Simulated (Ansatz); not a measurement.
Cost and result for the atomization energy of H4Se4Si (`[SeH][Si]([SeH])([SeH])[SeH]`) (9 atoms, 8 bonds).

Cartesian coordinates in Å:
```
Se -0.885 1.927 1.370
Si -0.196 0.305 -0.069
Se -1.032 1.055 -2.048
Se -1.066 -1.659 0.677
Se 2.056 0.119 -0.327
H 0.205 1.642 2.313
H -1.069 -0.298 -2.618
H -0.232 -2.465 -0.227
H 2.219 -0.626 0.931
```

Charge 0, multiplicity 1. Correlated methods include outer-core shells of Se, which these sets cover unevenly. Scalar relativity is left out up to krypton. Geometry: relaxed with PBE0-D4/def2-TZVP. It is one conformer, not always the lowest. Program: Ansatz. All runs use 2 threads of an AMD EPYC 7R13 on a shared host and a share of an NVIDIA H100 80 GB. Times are those of one run each, without the atoms' runs, and a repeat can differ threefold. Electronic energies, without spin–orbit coupling; frozen cores. CCSD(T)/CBS adds CCSD(T) − MP2 in def2-TZVPP to the MP2 limit, and its time is that of the two runs behind it. T1 = 0.009. With those shells the extrapolation isn't a true limit. B3LYP takes the VWN-RPA correlation (the form of Gaussian; ORCA's B3LYP/G). HSE06 is the plane-wave form, built on full-range PBE exchange.

CCSD(T)/CBS is a level of theory with its own doubt, some kJ/mol a heavy atom from the limit and from the frozen cores, so smaller differences don't rank the functionals.

| level | functions | wall time | atomization (kcal/mol) | difference from CCSD(T)/CBS | per bond |
| --- | --- | --- | --- | --- | --- |
| PBE0-D4/def2-TZVPP | 290 | 2.9 s | 586.7 | -8.1 | -1.0 |
| r2SCANh-D4/def2-TZVPP | 290 | 3.5 s | 587.9 | -6.9 | -0.9 |
| B3LYP-D4/def2-TZVPP (with forces) | 290 | 3.6 s | 581.8 | -13.0 | -1.6 |
| B97M-V/def2-TZVPP | 290 | 4.1 s | 586.8 | -8.0 | -1.0 |
| CCSD(T)/def2-SVP | 166 | 4.4 s | 526.4 | -68.4 | -8.6 |
| BHLYP-D4/def2-TZVPP | 290 | 4.5 s | 565.7 | -29.1 | -3.6 |
| PBE-D4/def2-TZVPP (with forces) | 290 | 4.8 s | 597.5 | 2.7 | 0.3 |
| HSE06-D4/def2-TZVPP | 290 | 5.5 s | 586.7 | -8.1 | -1.0 |
| ωB97X-V/def2-TZVPP | 290 | 7 s | 590.8 | -4.0 | -0.5 |
| ωB97M-V/def2-TZVPP (with forces) | 290 | 8 s | 580.3 | -14.5 | -1.8 |
| MP2/def2-QZVPP | 546 | 10 s | 592.0 | -2.8 | -0.4 |
| CCSD(T)/def2-TZVPP | 290 | 15 s | 568.5 | -26.3 | -3.3 |
| CCSD(T)/CBS(def2) | – | 25 s | 594.8 | 0.0 | 0.0 |

At CCSD(T), def2-SVP lies −68.4 kcal/mol from the extrapolated value and def2-TZVPP −26.3 kcal/mol: correlation converges slowly with the basis, and small sets miss more of it in the bonded molecule than in its fragments. From PBE to PBE0 (25 % exact exchange), in def2-TZVPP and without D4, the atomization energy moves by −9.5 kcal/mol: exact exchange takes away binding that semilocal exchange gives to molecules. The D4 term adds +17.2 kcal/mol with B3LYP and +9.1 kcal/mol with PBE0; it sums over pairs of atoms, weighted by their polarisabilities, and B3LYP, whose exchange is more repulsive, gets the larger term.
